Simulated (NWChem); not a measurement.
System: C$_{3}$H$_{3}$F; SMILES C=C=CF

```xyz
7

C      0.2284     1.8661     0.0000
C     -0.1117     0.6036     0.0000
C     -0.4980    -0.6475     0.0000
F      0.3506    -1.6785     0.0000
H      0.3791     2.4181    -0.9354
H      0.3791     2.4181     0.9354
H     -1.5491    -0.9537     0.0000
```
Atoms are numbered in this order, from 1.

Program: NWChem. Geometry: optimised at PBE0/def2-SVP. Level: PBE0/def2-SVP with SMD (1 M gas to 1 M solution), gas-phase geometry.

For solvent n-hexane:

```
Property                                     Value
-------------------------------------------  -----
solvation free energy (kcal/mol)              -1.8
cavity-dispersion-structure term (kcal/mol)   -0.3
dipole in solution (D)                        1.79
```

### Question
How do the values read with solvent water instead?

### Answer
| Quantity | Value |
|---|---|
| solvation free energy (kcal/mol) | 0.9 |
| cavity-dispersion-structure term (kcal/mol) | 4.2 |
| dipole in solution (D) | 2.06 |
